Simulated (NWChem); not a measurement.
CH₄OSn, singlet; SMILES C[O][SnH]

```xyz
7

Sn     0.0104    -0.6508     0.0001
H     -1.7515    -0.2723    -0.0043
O      0.5409     1.2715    -0.0006
C     -0.2701     2.4033     0.0004
H     -0.0710     3.0218     0.8958
H     -0.0538     3.0349    -0.8817
H     -1.3523     2.1649    -0.0115
```
Atoms are numbered in this order, from 1.

All runs: NWChem. Low-valent species are run as closed-shell singlets; no triplet was tried in these runs. The geometry was optimised at PBE0/def2-SVP. def2 effective core potentials on Sn; no spin-orbit coupling. Level PBE/def2-SVP: energy and gradient on several grids; changes count from the extra-fine grid, which is no exact limit either.

### Question
Which is the coarsest grid (xcoarse; fine; xfine; medium; coarse) from which on the energy stays within 100 μHa and each gradient component within 200 μHa/bohr of xfine?

### Answer
medium.
```tsv
grid	size of the energy change (μHa)	largest change of a gradient component (μHa/bohr)	time, medium = 1 (rough)
xcoarse	500	20000	0.5
coarse	60	2000	about 1
medium	20	70	about 1
fine	< 10	< 30	about 1
xfine	< 10	< 30	2
```
